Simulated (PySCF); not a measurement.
## CH$_{8}$Si$_{3}$, SMILES `[SiH2]1[Si@@H](C1)[SiH3]` (charge 0, multiplicity 1)

Calculation: PBE0-D3(BJ)/def2-TZVP (PySCF 2.14.0).

```json
{
  "HOMO": "-6.67 eV",
  "dipole_moment": "0.45 D",
  "HOMO–LUMO gap": "6.18 eV",
  "LUMO": "-0.49 eV",
  "total_energy": "-910.9863 Ha",
  "cost": "around 70 core-seconds (rough)"
}
```

Bonds (Å): Si1–Si2 2.320, Si1–H5 1.488, Si1–H6 1.489, Si1–H7 1.487, Si2–C3 1.910, Si2–Si4 2.253, Si2–H8 1.485, C3–Si4 1.889, C3–H9 1.088, C3–H10 1.087, Si4–H11 1.481, Si4–H12 1.481. Angles (°): Si2–Si1–H5 107.6, Si2–Si1–H6 112.0, Si2–Si1–H7 110.8, H5–Si1–H6 108.7, H5–Si1–H7 109.1, H6–Si1–H7 108.6, Si1–Si2–C3 116.0, Si1–Si2–Si4 120.4, Si1–Si2–H8 117.1, C3–Si2–Si4 53.2, C3–Si2–H8 114.5, Si4–Si2–H8 119.1, Si2–C3–Si4 72.7, Si2–C3–H9 116.3, Si2–C3–H10 117.1, Si4–C3–H9 117.0, Si4–C3–H10 117.5, H9–C3–H10 111.4, Si2–Si4–C3 54.1, Si2–Si4–H11 121.4, Si2–Si4–H12 121.8, C3–Si4–H11 116.4, C3–Si4–H12 116.3, H11–Si4–H12 113.2.
Charge 0, spin multiplicity 1.
